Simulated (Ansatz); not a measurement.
`C[CH2][ZnH]` + `B[SiH2]O` → `B[SiH2]OCC` + `[ZnH2]`  (substitution at a C–Zn bond)

Computed with Ansatz on PBE0-D4/def2-TZVP structures; ΔE is electronic, products minus reactants. CCSD(T)/CBS adds triple-zeta CCSD(T) − MP2 to the extrapolated MP2 energy (def2 sets, frozen cores). Functionals use def2-TZVPP. For Zn outer-core shells are correlated without core-valence functions, which leaves a few kJ/mol of doubt a bond. Scalar relativity is left out up to krypton. One conformer a species, not always the lowest.

`C[CH2][ZnH]`:

```xyz
9

C    -0.782   -0.584   -0.587
C     0.528    0.156   -0.317
Zn    0.736    0.863    1.494
H    -0.907   -1.449    0.069
H    -0.837   -0.955   -1.617
H    -1.654    0.058   -0.435
H     0.637    0.992   -1.017
H     1.379   -0.505   -0.517
H     0.901    1.423    2.927
```

`B[SiH2]O`:

Z-matrix (Å, degrees):
```
Si
O 1 1.655
B 1 2.005 2 116.3
H 1 1.500 2 111.2 3 -120.2
H 1 1.486 2 105.1 3 123.8
H 2 0.958 1 117.3 3 44.7
H 3 1.197 1 119.0 2 169.2
H 3 1.197 1 124.0 2 -13.6
```

`B[SiH2]OCC`:

```xyz
14

B    -1.606    0.277    2.101
Si    0.171    0.914    1.423
O     0.825    0.043    0.184
C     0.171   -0.100   -1.060
C     0.944   -1.064   -1.925
H    -2.266   -0.572    1.574
H    -2.061    0.784    3.086
H     1.189    0.887    2.506
H    -0.031    2.341    1.004
H     0.098    0.879   -1.555
H    -0.854   -0.466   -0.909
H     1.961   -0.700   -2.087
H     0.457   -1.180   -2.896
H     1.003   -2.044   -1.446
```

`[ZnH2]`:

Z-matrix (Å, degrees):
```
Zn
H 1 1.544
H 1 1.544 2 180.0
```

```
           level  ΔE (kcal/mol)
       CAM-B3LYP            9.9
         LC-ωPBE           11.7
CCSD(T)/def2-SVP            8.7
  MP2/def2-TZVPP           13.9
```

(1) What does CCSD(T)/CBS give? (An estimate is asked.)

Largest T1 diagnostic among the species: 0.016.

## Answers

(1) Computed: +12.6 kcal/mol. The listed levels differ from it by -2.7, -0.9, -3.9, 1.3 kcal/mol.

At CCSD(T), def2-SVP lies −3.9 kcal/mol from the extrapolated value and def2-TZVPP −1.2 kcal/mol. In def2-TZVPP, CCSD(T) changes the Hartree–Fock value by +5.0 kcal/mol (the triples alone add +0.4 kcal/mol) and MP2 by +7.4 kcal/mol. Leaving LDA and LC-ωPBE aside and taking each functional with its dispersion term where it has one, the values, not all of them listed here, spread over 3.8 kcal/mol, from B97M-V to PBE-QIDH. LDA lies −1.6 kcal/mol from PBE without D4.
